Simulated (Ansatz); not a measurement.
A CCSD(T) single point on `CC1=CC(C)=[O+][Al-]([OH])([F])[O]1`.

```yaml
crystal:
  periodic: [false, false, false]
  atoms:
    - {symbol: C, position_ang: [2.022531, -1.262632, -1.317665]}
    - {symbol: C, position_ang: [1.058705, -0.507295, -0.468919]}
    - {symbol: C, position_ang: [-0.237610, -0.253673, -0.917058]}
    - {symbol: C, position_ang: [-1.186149, 0.427129, -0.153773]}
    - {symbol: C, position_ang: [-2.564864, 0.647278, -0.673921]}
    - {symbol: O, position_ang: [-0.956391, 0.893229, 1.010703]}
    - {symbol: Al, position_ang: [0.640197, 0.916333, 1.866990]}
    - {symbol: O, position_ang: [0.583483, 0.254588, 3.425000]}
    - {symbol: F, position_ang: [1.260425, 2.445244, 1.758409]}
    - {symbol: O, position_ang: [1.502529, -0.130547, 0.665700]}
    - {symbol: H, position_ang: [2.888624, -0.626809, -1.518388]}
    - {symbol: H, position_ang: [1.582786, -1.588285, -2.258187]}
    - {symbol: H, position_ang: [2.387012, -2.128659, -0.760112]}
    - {symbol: H, position_ang: [-0.524678, -0.613915, -1.893861]}
    - {symbol: H, position_ang: [-3.284778, 0.233998, 0.036452]}
    - {symbol: H, position_ang: [-2.716325, 0.200355, -1.654399]}
    - {symbol: H, position_ang: [-2.753555, 1.722545, -0.727895]}
    - {symbol: H, position_ang: [0.260356, -0.617483, 3.632826]}
basis:
  gaussian: {orbitals: def2-SVP}
correlation: {method: ccsd_t}
```

```sh
$ ansatz run in.yaml --threads 4 --pin off --events-out ev --progress --plain --max-ram 66560MiB --backend cuda --devices 0, --max-vram 37GiB
```

Log, shortened:

```
Functional definition: HF
1814 factors; integrals over basis functions are off by at most 1.2e-3 eV
mean field evaluation 1: about -20665.4535 eV, gradient 6.1e1 eV
mean field evaluation 2: about -20665.6362 eV, gradient 6.1e1 eV
mean field evaluation 4: about -20673.2083 eV, gradient 5.3e0 eV
mean field evaluation 8: about -20673.3129 eV, gradient 4.8e-1 eV
mean field -20673.31383542 eV, -759.7302705763 hartree, gradient 1.4e-6 eV, S^2 0.000000; 0 other end points of the search recorded, 0 dependent functions left out
14 core orbitals not correlated: weight in the atoms' cores, before any rotation towards them, 1.000 or more for the frozen orbitals, at most 0.000 for the correlated occupied ones
reference -20673.31383542 eV, -759.7302705763 hartree; 28, 28 occupied and 142, 142 virtual orbitals, 1814 factors
second order -39.49557680 eV of doubles, -0.00000000 eV of singles
cycle   1  -39.84517138 eV  change   -3.5e-1 eV  update   1.6e-1
cycle   2  -40.80492103 eV  change   -9.6e-1 eV  update   4.6e-2
cycle   3  -41.07463379 eV  change   -2.7e-1 eV  update   2.9e-2
cycle   4  -41.07324658 eV  change    1.4e-3 eV  update   8.5e-3
cycle   5  -41.06254357 eV  change    1.1e-2 eV  update   4.6e-3
cycle   6  -41.06318077 eV  change   -6.4e-4 eV  update   1.5e-3
cycle   7  -41.06329012 eV  change   -1.1e-4 eV  update   6.8e-4
cycle   8  -41.06300236 eV  change    2.9e-4 eV  update   2.3e-4
cycle   9  -41.06303892 eV  change   -3.7e-5 eV  update   9.0e-5
cycle  10  -41.06316725 eV  change   -1.3e-4 eV  update   4.1e-5
cycle  11  -41.06312181 eV  change    4.5e-5 eV  update   2.0e-5
perturbative correction -1.20791929 eV, -0.0443902153 hartree
Total energy: -20715.58487653 eV, -761.2837026846 hartree
```

Run time 8 s (4 threads of an AMD EPYC 7R13 on a shared host and a share of an NVIDIA H100 80 GB); peak host memory 0.8 GiB.

The correlation energy is -42.271 eV, 2.9 % of it from (T); the T1 diagnostic reads 0.0157.
